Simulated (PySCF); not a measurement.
Gas-phase reaction: 3 SnHCl3 → 2 SnCl2 + 4 Cl + SnH3Cl

Method: PySCF energies plus ideal-gas RRHO corrections (1 bar). † marks an energy on the PBE0/def2-TZVP geometry and frequencies; other levels use their own. MP2 freezes the core. Open shells (unrestricted): Cl (multiplicity 2, electronic degeneracy 6); the rest are closed-shell singlets. Spin-orbit splitting is ignored; it lowers the true energy and changes the entropy of Cl. B3LYP is the form with VWN-RPA correlation. Sn: scalar-relativistic def2 core potential, no spin-orbit coupling. SnHCl3, SnH3Cl: computed as isolated molecules; such fragments, hydroxides, amides, oligomers or adducts are transient or little studied in the gas. MP2 isn't extrapolated to the basis-set limit; its ΔH°(298 K) is 1059.2 kJ in def2-SVP and 1107.7 kJ in def2-TZVPP. The harmonic model lacks anharmonicity and excited electronic states, which grow with temperature; levels with a mode under 35 cm⁻¹ are left out. Soft modes under 120 cm⁻¹ make the harmonic entropy rough for SnHCl3, SnCl2.

| level | ΔE electronic, kJ | ΔH°(298 K), kJ | ΔS°(298 K), J/K | ΔG°(2500 K), kJ |
|---|---|---|---|---|
| B3LYP/def2-TZVP† | 974 | 965 | 524 | -305 |
| MP2/def2-TZVPP† | 1117 | 1108 | 524 | -162 |
| PBE0/def2-SVP† | 1054 | 1045 | 524 | -225 |
| PBE0/def2-TZVP | 1077 | 1068 | 524 | -202 |
| LDA/def2-TZVP† | 1275 | 1266 | 524 | -4 |
| ωB97X-V/def2-TZVP† | 1113 | 1104 | 524 | -166 |
ΔH° is lowest at B3LYP/def2-TZVP† and highest at LDA/def2-TZVP†. No reference value is set beside these.
